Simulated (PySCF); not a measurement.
Compound: C₄H₆O₃.
Structure used (PBE0-D3(BJ)/def2-SVP), in Å, numbered top down from 1:
```
atom  x, y, z in Å
O1     1.229   -0.506    1.669
C2     1.221   -0.315    0.482
O3     2.331   -0.066   -0.223
C4    -0.001   -0.281   -0.388
C5    -0.689    1.096   -0.525
O6    -1.905    0.593    0.003
C7    -1.324   -0.684    0.264
H8     3.068   -0.066    0.408
H9     0.218   -0.755   -1.355
H10   -0.791    1.470   -1.558
H11   -0.250    1.895    0.100
H12   -1.872   -1.504   -0.228
H13   -1.228   -0.895    1.343
```

Computed, not measured: core-valence-separated Tamm–Dancoff BHandHLYP/aug-pcX-1 (pcseg-1 on H) in PySCF, non-relativistic, gas phase, PBE0-D3(BJ)/def2-SVP geometry. Absolute energies from this functional tend to lie a few eV below measured edges; no shift was applied.

The lowest roots of each edge with f over 0.003 (five at most, numbered afresh; weaker and dark ones are left out), with transition dipoles (au) in the frame of the coordinates:

```csv
root,edge,E (eV),f,μx,μy,μz
1,C,285.07,0.0868,-0.0129,0.1092,0.0183
2,C,285.45,0.0072,0.0060,0.0311,0.0050
3,C,286.27,0.0194,-0.0130,0.0072,0.0504
4,C,286.50,0.0214,-0.0520,0.0031,0.0184
5,C,286.51,0.0667,0.0724,-0.0649,-0.0074
6,O,529.49,0.0451,0.0070,-0.0578,-0.0098
7,O,532.98,0.0112,-0.0264,0.0126,0.0028
8,O,533.19,0.0197,0.0029,-0.0382,-0.0060
9,O,533.36,0.0293,-0.0204,-0.0387,0.0180
10,O,533.38,0.0244,-0.0365,0.0011,-0.0231
```

Question: Molecules are fixed in this frame and the field points along (0, 1, 1)/√2. What effective strengths 3 f cos²θ do the roots have (θ between field and μ)?

Answer: root 1 (C2): 0.170, root 2 (C4): 0.014, root 3 (C4): 0.035, root 4 (C5/C7): 0.005, root 5 (C5/C7): 0.055, root 6 (O1): 0.089, root 7 (O6): 0.005, root 8 (O3): 0.038, root 9 (O6): 0.008, root 10 (O3): 0.009. Root 1 is the strongest. Averaged over all orientations cos²θ is 1/3, which gives f back.

The run took 50 s on one thread, Arm Neoverse N1 (aarch64), no GPU, shared host, and the process peaked at 0.97 GiB of memory.

One conformer stands for the species.
